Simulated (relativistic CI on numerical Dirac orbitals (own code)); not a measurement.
**K+: computed level list**

Computed by Dirac-Coulomb-Breit CI, separate exchange-only KLI orbitals for each configuration, model QED, valence Slater integrals scaled by 0.85, P86 correlation energy added to each configuration (own radial code, finite nucleus).

Configurations in the expansion (outside the closed core [Ne]): 3s2 3p6, 3s2 3p5 4s, 3s2 3p5 3d, 3s2 3p5 4p, 3s 3p6 3d, 3s2 3p5 5s, 3s2 3p5 4d, 3s2 3p5 5p, 3s2 3p5 4f, 3s2 3p5 6s, 3s2 3p5 5d, 3s2 3p5 6p, 3s2 3p5 5f, 3s2 3p5 5g, 3s2 3p5 6d. Double excitations out of closed p, d and f shells are left out; levels of such configurations are missing from the list, as are those of other unlisted configurations, and high levels can miss mixing partners.

```
No.  Configuration  Term  J  E (cm⁻¹)    %  Next component (%)  Lifetime (s)
  1        3s2 3p6    1S  0       0.0  100                                  
  2     3s2 3p5 4s   3P°  2  163471.1   83   17 3s2 3p5 3d 3P°      6.76e-01
  3     3s2 3p5 4s   3P°  1  164099.1   54   40 3s2 3p5 3d 3P°      7.02e-09
  4     3s2 3p5 3d   3P°  0  164379.8   69   30 3s2 3p5 4s 3P°              
  5     3s2 3p5 3d   3P°  1  166244.4   53   23 3s2 3p5 4s 1P°      1.35e-09
  6     3s2 3p5 3d   3P°  2  166655.9   82   17 3s2 3p5 4s 3P°      4.46e-01
  7     3s2 3p5 4s   3P°  0  166947.2   70   30 3s2 3p5 3d 3P°      9.92e+00
  8     3s2 3p5 4s   1P°  1  167824.5   71              23 3P°      4.74e-10
  9     3s2 3p5 3d   3F°  4  170966.6  100                                  
 10     3s2 3p5 3d   3F°  3  171787.1   99               1 1F°              
 11     3s2 3p5 3d   3F°  2  172502.2   99               1 1D°              
 12     3s2 3p5 3d   3D°  3  180766.2   64              36 1F°              
 13     3s2 3p5 3d   1D°  2  181282.1   60              39 3D°      2.56e-01
 14     3s2 3p5 3d   3D°  1  181778.3   99                          4.01e-08
 15     3s2 3p5 3d   3D°  2  181845.7   60              39 1D°              
 16     3s2 3p5 3d   1F°  3  182061.1   63              36 3D°              
 17     3s2 3p5 4p    3S  1  183868.9   97                2 3P      7.27e-09
 18     3s2 3p5 4p    3D  3  186563.0  100                          6.57e-09
 19     3s2 3p5 4p    3D  2  186879.2   72               25 1D      7.15e-09
 20     3s2 3p5 4p    3D  1  187703.5   69               20 1P      6.84e-09
 21     3s2 3p5 4p    3P  2  188232.7   49               45 1D      7.06e-09
 22     3s2 3p5 4p    1P  1  189402.5   48               31 3D      7.15e-09
 23     3s2 3p5 4p    3P  2  189751.4   49               30 1D      6.78e-09
 24     3s2 3p5 4p    3P  0  189776.7   97                3 1S      5.96e-09
 25     3s2 3p5 4p    3P  1  190193.9   66               31 1P      6.56e-09
 26     3s2 3p5 4p    1S  0  195154.6   92     4 3s2 3p5 5p 1S      4.07e-09
 27     3s2 3p5 3d   1P°  1  201320.2   53   40 3s2 3p5 4d 1P°      8.21e-11
 28     3s2 3p5 5s   3P°  2  212377.9  100                          4.51e-09
 29     3s2 3p5 5s   3P°  1  212855.5   52              47 1P°      1.10e-09
 30     3s2 3p5 5s   3P°  0  214541.3   93    7 3s2 3p5 4d 3P°      4.27e-09
 31     3s2 3p5 4d   3P°  0  214837.6   91    7 3s2 3p5 5s 3P°      3.30e-09
 32     3s2 3p5 5s   1P°  1  214894.3   49              43 3P°      9.76e-10
 33     3s2 3p5 4d   3P°  1  215094.7   88    5 3s2 3p5 5s 3P°      3.20e-09
 34     3s2 3p5 4d   3P°  2  215549.5   88               6 3D°      3.22e-09
 35     3s2 3p5 4d   3F°  4  215673.7   99                          3.27e-09
 36     3s2 3p5 4d   3F°  3  216199.1   85               9 1F°      3.28e-09
 37     3s2 3p5 4d   3F°  2  216766.5   69              18 1D°      3.32e-09
 38     3s2 3p5 4d   3D°  3  217637.7   60              40 1F°      3.44e-09
 39     3s2 3p5 4d   1D°  2  218704.4   42              30 3F°      3.40e-09
 40     3s2 3p5 4d   3D°  1  218795.1   96               3 3P°      2.41e-09
 41     3s2 3p5 4d   3D°  2  219083.3   54              36 1D°      3.45e-09
 42     3s2 3p5 4d   1F°  3  219267.6   51              35 3D°      3.40e-09
 43     3s2 3p5 5p    3S  1  219752.0   88                8 3P      1.36e-08
 44     3s2 3p5 5p    3D  3  220433.2  100                                  
 45     3s2 3p5 5p    3D  2  220595.7   59               37 1D              
 46     3s2 3p5 5p    1P  1  220969.5   47               30 3D              
 47     3s2 3p5 5p    3P  2  221075.5   71               26 1D              
 48     3s2 3p5 5p    3P  0  222257.4   90                9 1S      1.49e-08
 49     3s2 3p5 5p    3D  1  222728.4   70               23 1P              
 50     3s2 3p5 5p    3D  2  222920.9   38               37 1D              
 51     3s2 3p5 5p    3P  1  222980.0   61               27 1P      1.82e-08
 52     3s2 3p5 5p    1S  0  225417.1   79               10 3P      6.61e-09
 53     3s2 3p5 5d   1P°  1  227345.5   59   30 3s2 3p5 4d 1P°      1.75e-10
 54     3s2 3p5 4f    3D  1  228438.2  100                          2.86e-09
 55     3s2 3p5 4f    3D  2  228472.6   71               28 1D      2.62e-09
 56     3s2 3p5 4f    3G  5  228588.0  100                          2.71e-09
 57     3s2 3p5 4f    1G  4  228598.9   54               46 3G      2.56e-09
 58     3s2 3p5 4f    3D  3  228680.6   55               25 3F      2.73e-09
 59     3s2 3p5 4f    3F  2  228719.5   45               43 1D      2.42e-09
 60     3s2 3p5 4f    1F  3  228829.3   39               31 3G      2.63e-09
 61     3s2 3p5 4f    3F  4  228832.0   69               16 3G      2.60e-09
 62     3s2 3p5 6s   3P°  2  230228.9  100                                  
 63     3s2 3p5 6s   1P°  1  230464.4   58              41 3P°      1.79e-09
 64     3s2 3p5 4f    3D  3  230866.4   44               32 3F      2.72e-09
 65     3s2 3p5 4f    3G  3  230870.6   69               18 1F      2.69e-09
 66     3s2 3p5 4f    3G  4  230876.3   38               31 3F      2.60e-09
 67     3s2 3p5 4f    3F  2  230894.5   54               28 1D      2.51e-09
 68     3s2 3p5 5d   3P°  0  231863.5   99    1 3s2 3p5 4d 3P°      6.05e-09
 69     3s2 3p5 5d   3P°  1  231994.4   85              14 3D°      5.73e-09
 70     3s2 3p5 5d   3F°  4  232032.3  100                          6.14e-09
```

Energies count from the lowest computed level; ° marks odd parity; lifetimes are radiative, by E1, M1, E2, M2, E3 decay to levels of this space only; some are left blank where a channel outside the calculation adds to the decay or the decay crosses a small, uncertain gap.

The mean weight of the leading LS term, summed over parents, in these 70 levels is 72 %, and that of the leading jj configuration (from the same eigenvectors) 78 %.

Correlation outside the listed configurations is missing or only estimated: errors of thousands of cm⁻¹ between configurations and terms are usual at this charge. Rates and lifetimes follow the computed energies and can be off by large factors. The fine structure of a lone outer electron comes out too small, for d and f at times inverted, and misplaced configurations move strength between like terms. 5 of the 7 excited levels that our extract of the measured tables holds in this range could be paired (the sources list more); they are missed by 1358 cm⁻¹ on average and 1798 at most, and levels without a partner can miss by more.

LS names give the leading component of a level, which can be under half, so a name can repeat, a term be missing and a line seem to break the LS rules.
